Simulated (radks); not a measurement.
Values are calculated unless marked as measured or tabulated.
Ionisation of the zinc ion Zn+, [Ar] 3d10 4s1, to [Ar] 3d10 as the strength of local exchange is varied. Level of theory: scalar-relativistic Kohn-Sham, Slater X-alpha exchange (alpha = 2/3 is LDA exchange), no correlation, spin-unpolarised, spherical densities, finite nucleus; Fermi nuclear charge, rms radius 3.9283 fm (a radial shooting solver on a logarithmic mesh with Libxc functionals).

alpha,E(Zn+) (hartree),exchange (hartree),IE (eV),-e of the level emptied (eV),<r> of it (bohr)
0.617,-1785.41728,-60.78393,17.252,12.839 (4s),2.438
0.667,-1790.35430,-65.90384,17.646,13.227 (4s),2.413
0.774,-1800.96842,-76.95722,18.498,14.074 (4s),2.362
0.866,-1810.14773,-86.56610,19.241,14.820 (4s),2.320
0.931,-1816.66266,-93.41330,19.773,15.357 (4s),2.290
0.961,-1819.67779,-96.58978,20.020,15.608 (4s),2.277

NIST Atomic Spectra Database: 17.964 eV (measured). The Delta-SCF value meets it near alpha = 0.71. Spin polarisation and multiplet splitting are left out, so open shells lie too high by an amount that depends on their filling.

Beside tabulated values, note that spin-unpolarised runs miss the spin-polarisation part of the exchange energy of open shells.
